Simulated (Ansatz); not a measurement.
`FB(F)[SeH]`, relaxed with RKS PBE-D4/def2-SVP in Ansatz 0.2.0 from a rough embedded geometry. The force threshold is 0.03 eV/Å; the program also tests the step.

Total charge 0; spin multiplicity 1.

Start:

```xyz
5

F    -1.017    0.286   -1.500
B    -0.408   -0.342   -0.278
F    -1.201   -1.229    0.568
Se    1.556    0.046    0.138
H     1.069    1.240    1.071
```

| step | energy (eV) | largest force (eV/Å) | largest move (Å) |
| --- | --- | --- | --- |
| 1 | -71449.7820 | 3.666 | 0.000 |
| 2 | -71450.5861 | 2.548 | 0.124 |
| 3 (rejected) | -71450.4686 | 2.128 | 0.195 |
| 4 | -71450.7962 | 0.370 | 0.097 |
| 5 | -71450.8439 | 0.267 | 0.100 |
| 6 | -71450.9111 | 0.553 | 0.146 |
| 7 | -71450.9316 | 1.528 | 0.196 |
| 8 | -71451.0877 | 0.519 | 0.140 |
| 9 | -71451.1793 | 0.282 | 0.200 |
| 10 | -71451.1910 | 0.099 | 0.066 |
| 11 | -71451.1936 | 0.043 | 0.036 |
| 12 | -71451.1937 | 0.009 | 0.005 |

End:

```xyz
5

F    -0.897   -0.318   -1.602
B    -0.440   -0.181   -0.361
F    -1.207   -0.596    0.645
Se    1.320    0.615   -0.078
H     1.224    0.480    1.396
```

It took 9.5 s on 2 threads of a server CPU on a shared host, with 0.16 GiB of host memory at the peak.
